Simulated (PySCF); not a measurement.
Species: C5H4ClF3N2.
Structure used (PBE0-D3(BJ)/def2-SVP), in Å, numbered top down from 1:
```xyz
15
C5H4ClF3N2 angstrom
C     -2.3875    0.5593   -0.1842
N     -1.0383    0.0671   -0.0576
N     -0.0629    0.8535    0.3789
C      1.0240    0.0961    0.3834
C      2.3414    0.6669    0.8064
F      2.2763    1.2398    2.0073
F      2.7811    1.5903   -0.0509
F      3.2639   -0.2994    0.8629
C      0.7644   -1.2154   -0.0584
C     -0.5888   -1.1845   -0.3326
Cl    -1.6380   -2.3980   -0.9048
H     -2.3731    1.6102    0.1235
H     -3.0707   -0.0087    0.4633
H     -2.7324    0.4812   -1.2251
H      1.4476   -2.0526   -0.1606
```

Theory: TDDFT CAM-B3LYP/def2-SVPD, vertical, gas phase, core orbitals frozen in the response (PySCF).

```
state  λ (nm)  E (eV)       f  main configurations (H = HOMO, L = LUMO)
   S1   191.0    6.49   0.122                    H→L (76%), H-1→L (13%)
   S2   185.7    6.68  0.0013                  H→L+1 (54%), H→L+2 (26%)
   S3   185.3    6.69   0.060       H-1→L (57%), H→L+3 (22%), H→L (15%)
   S4   179.8    6.89  0.0060                               H-2→L (90%)
   S5   172.8    7.17  0.0015                  H→L+2 (53%), H→L+1 (32%)
   S6   163.4    7.59   0.018                             H-1→L+1 (84%)
   S7   161.5    7.67   0.512                  H→L+3 (66%), H-1→L (24%)
   S8   158.7    7.81   0.017                 H-1→L+2 (75%), H→L+4 (9%)
   S9   155.1    7.99   0.212                             H-1→L+3 (83%)
  S10   153.0    8.10  0.0008                H→L+4 (70%), H-1→L+2 (11%)
```

Triplets, Tamm–Dancoff:

```json
{"state": "T1", "E (eV)": "4.46", "λ (nm)": "278.1", "main configurations (H = HOMO, L = LUMO)": "H→L (85%)"}
{"state": "T2", "E (eV)": "5.26", "λ (nm)": "235.9", "main configurations (H = HOMO, L = LUMO)": "H-1→L (89%)"}
{"state": "T3", "E (eV)": "5.80", "λ (nm)": "213.9", "main configurations (H = HOMO, L = LUMO)": "H→L+3 (74%), H-1→L+3 (11%)"}
{"state": "T4", "E (eV)": "6.02", "λ (nm)": "205.8", "main configurations (H = HOMO, L = LUMO)": "H-2→L (81%)"}
```

The lowest singlet lies at 6.49 eV (191 nm, vacuum ultraviolet) and is of moderate strength; its leading configuration is HOMO→LUMO (76%). The strongest level in the table is S7 at 7.67 eV (162 nm, f = 0.512). Löwdin shares by element: HOMO carbon 37% or more, nitrogen 24% or more, chlorine 21% (atoms not listed hold the other 17%); LUMO nitrogen 44%, carbon 30% or more (atoms not listed hold the other 25%). Orbital energies (eV): HOMO-3 -11.68, HOMO-2 -10.57, HOMO-1 -9.48, HOMO -8.94, LUMO 0.58, LUMO+1 0.90, LUMO+2 1.33. Weighted by f, the mean energy of these states is 7.53 eV. Of the 10 states listed, 6 reach f = 0.01 and none stays under 0.0005. No computed singlet lies in the visible range (380 to 750 nm); the lowest, at 191 nm, stands 3.23 eV above its violet end (3.26 eV). Only the lowest 10 singlets were computed, as vertical energies without vibronic structure.
